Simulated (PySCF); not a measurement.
SMILES [Cl][Ti]([Cl])([Cl])[Cl] (B3LYP/def2-SVP optimised geometry):

```
5

Cl    -1.450    -2.047     1.773
Ti    -0.724    -1.024     0.000
Cl     1.448    -1.024     0.000
Cl    -1.448     1.024     0.000
Cl    -1.449    -2.047    -1.773
```

Calculation: B3LYP/def2-TZVP (PySCF).

Task: What are the frontier orbital energies and the dipole moment?

Result: HOMO-2 -9.34 eV, HOMO-1 -9.34 eV, HOMO -9.34 eV, LUMO -4.02 eV, LUMO+1 -4.02 eV; dipole moment 0.00 D.

On the same geometry PBE/def2-TZVP in PySCF gives HOMO-2 -8.26 eV, HOMO-1 -8.26 eV, HOMO -8.26 eV, LUMO -4.61 eV, LUMO+1 -4.61 eV; dipole moment 0.00 D.

Meta-Löwdin charges at B3LYP/def2-TZVP: Cl1 -0.29, Ti2 1.14, Cl3 -0.29, Cl4 -0.29, Cl5 -0.29.
